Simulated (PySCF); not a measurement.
ClF2HSeSi, SMILES [Si](F)(Cl)([SeH])F.

The structure is a stationary point at r2SCAN-D4/def2-SVP. This is a generated structure with no PubChem entry under its InChIKey; it may be hypothetical. Other conformers were not sampled.

Two levels are set side by side: TDDFT-PBE/def2-SVPD (PySCF) and TDDFT-PBE0/def2-SVPD (PySCF). Vertical, same geometry. The lowest singlet is HOMO→LUMO 100 % with PBE and HOMO→LUMO 94 % with the other functional; states are paired by order. Differences are taken from unrounded values.

```tsv
quantity	TDDFT-PBE0
lowest singlet excitation (eV)	5.45
lowest triplet excitation (TDA) (eV)	5.00
first bright state (f over 0.05) (eV)	8.01
its oscillator strength	0.18
```

Q: What does TDDFT-PBE give, and how far is it from TDDFT-PBE0? (The exact figures need the calculation; the answer reports its results.)

A: 
| quantity | TDDFT-PBE | TDDFT-PBE minus TDDFT-PBE0 |
|---|---|---|
| lowest singlet excitation (eV) | 5.16 | -0.29 |
| lowest triplet excitation (TDA) (eV) | 4.77 | -0.23 |
| first bright state (f over 0.05) (eV) | 7.28 | -0.73 |
| its oscillator strength | 0.07 | -0.11 |

A lower first singlet is the usual sign of a functional without exact exchange. Differences between two approximate levels are no errors against the true value.

Rough cost on one machine, each run with all the roots and properties that it gave: TDDFT-PBE0 against TDDFT-PBE about 4 times.
